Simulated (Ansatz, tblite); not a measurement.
Cost and result up the ladder for Hf₂O₄ (the lowest singlet isomer of a short search) (6 atoms). The state is a singlet with charge 0. Geometry: r2SCAN-D4/def2-SVP.

Cartesian coordinates in Å:
```
Hf 1.4856 0.0893 -0.0722
Hf -1.4853 -0.0892 0.0722
O 0.0546 0.1401 1.2935
O -0.0543 -0.1407 -1.2934
O 2.0732 1.7611 -0.2785
O -2.0738 -1.7607 0.2785
```

Ansatz on 4 threads of Arm Neoverse V2 on a shared host; xTB runs through tblite on one thread. Times are rough, summed over both states, and most runs start from the orbitals of an earlier one. B2PLYP/def2-TZVP serves as the yardstick here, not as an exact answer. The other state is a triplet at its own geometry.

In the def2 sets Hf takes a core potential; there is no spin–orbit coupling. The xTB rows come from tblite. LC-ωPBE has ω = 0.4 bohr⁻¹. Correlated methods freeze 4 core orbitals; core or outer-core shells of Hf are correlated, in sets that lack core-valence functions. The structure comes from a short search, and lower isomers may exist.

Correlated methods converge slowly with the basis.

xTB has no spin-polarisation term.

```json
{"level": "GFN1-xTB", "functions": "34", "wall time": "0.011 s"}
{"level": "GFN2-xTB", "functions": "34", "wall time": "0.015 s"}
{"level": "PBE-D4/def2-TZVP", "functions": "204", "wall time": "12 s"}
{"level": "LC-ωPBE/def2-TZVP", "functions": "204", "wall time": "14 s"}
{"level": "PBE0-D4/def2-TZVP (with forces)", "functions": "204", "wall time": "18 s"}
{"level": "B2PLYP/def2-TZVP", "functions": "204", "wall time": "28 s"}
```

(1) Estimate what each level gives for the triplet − singlet (eV).

## Answers

(1) 
```json
{"level": "GFN1-xTB", "triplet − singlet (eV)": "3.47", "difference from B2PLYP/def2-TZVP (eV)": "0.83", "remarks": "–"}
{"level": "GFN2-xTB", "triplet − singlet (eV)": "3.31", "difference from B2PLYP/def2-TZVP (eV)": "0.66", "remarks": "–"}
{"level": "PBE-D4/def2-TZVP", "triplet − singlet (eV)": "2.71", "difference from B2PLYP/def2-TZVP (eV)": "0.07", "remarks": "–"}
{"level": "LC-ωPBE/def2-TZVP", "triplet − singlet (eV)": "2.39", "difference from B2PLYP/def2-TZVP (eV)": "-0.25", "remarks": "–"}
{"level": "PBE0-D4/def2-TZVP (with forces)", "triplet − singlet (eV)": "2.42", "difference from B2PLYP/def2-TZVP (eV)": "-0.22", "remarks": "–"}
{"level": "B2PLYP/def2-TZVP", "triplet − singlet (eV)": "2.64", "difference from B2PLYP/def2-TZVP (eV)": "0.00", "remarks": "test for broken spin undecided (singlet)"}
```
